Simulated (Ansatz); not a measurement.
```yaml
crystal:
  periodic: [true, true, true]
  atoms:
    - {symbol: C, position_ang: [-0.215674, 1.224793, -0.604854]}
    - {symbol: N, position_ang: [0.168959, -0.106754, -0.193859]}
    - {symbol: C, position_ang: [0.940402, -0.084149, 1.028546]}
    - {symbol: Sb, position_ang: [-1.422405, -1.413524, -0.114594]}
    - {symbol: H, position_ang: [0.686063, 1.829096, -0.763489]}
    - {symbol: H, position_ang: [-0.842755, 1.764765, 0.126719]}
    - {symbol: H, position_ang: [-0.756440, 1.189603, -1.554609]}
    - {symbol: H, position_ang: [1.261006, -1.094771, 1.296048]}
    - {symbol: H, position_ang: [1.845309, 0.516533, 0.874277]}
    - {symbol: H, position_ang: [0.409099, 0.347500, 1.895373]}
    - {symbol: H, position_ang: [-1.594904, -1.438574, -1.819255]}
    - {symbol: H, position_ang: [-0.401659, -2.789719, -0.136404]}
basis:
  gaussian: {orbitals: def2-mTZVPP, nuclear_model: gaussian}
total_charge: -1
magnetization: {spin_polarized: true, initial_magnetization: 1}
hamiltonian: {xc: {name: BLYP}, dispersion: d3bjatm}
scf: {lower_state_search: off}
```

```sh
$ ansatz run in.yaml --threads 4 --pin off --events-out ev --progress --plain --max-ram 10444MiB
```

It prints (some lines left out):

```
Error: YAML parse error: error: line 2 column 3: crystal: missing field `lattice` (a structure is typed as `lattice` and `atoms`, a molecule's as `atoms` in Å alone, or read from a run's directory, `checkpoint`)
 --> <input>:2:3
1 | crystal:
2 |   periodic: [true, true, true]
3 |   atoms:
4 |     - {symbol: C, position_ang: [-0.215674, 1.224793, -0.604854]}
```

In this input the molecule is marked periodic without a cell. The program refused the input.
